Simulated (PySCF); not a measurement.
# Excitation energy of S⁺ by level of theory

S⁺ [Ne] 3s2 3p3 (4S) → S⁺ [Ne] 3s1 3p3 4s1 (6S), as a difference of total energies. All numbers are calculated (PySCF 2.14, no relativity, point nucleus, in aug-cc-pwCVTZ). Correlated levels: nothing frozen. The calculations carry no spin-orbit coupling.

```json
{"method": "UHF", "excitation energy (eV)": "18.501"}
{"method": "MP2 (all electrons)", "excitation energy (eV)": "20.285"}
{"method": "SCS-MP2 (all electrons)", "excitation energy (eV)": "20.780"}
{"method": "CCSD (all electrons)", "excitation energy (eV)": "20.403"}
{"method": "CCSD(T) (all electrons)", "excitation energy (eV)": "20.504"}
```

Problem. How much does correlation contribute at CCSD(T) (all electrons)?

Solution. 20.504 − (18.501) = 2.003 eV, measured against UHF.

The promoted electron is Rydberg-like, and one or two diffuse shells describe it only roughly, which tends to raise the upper state.
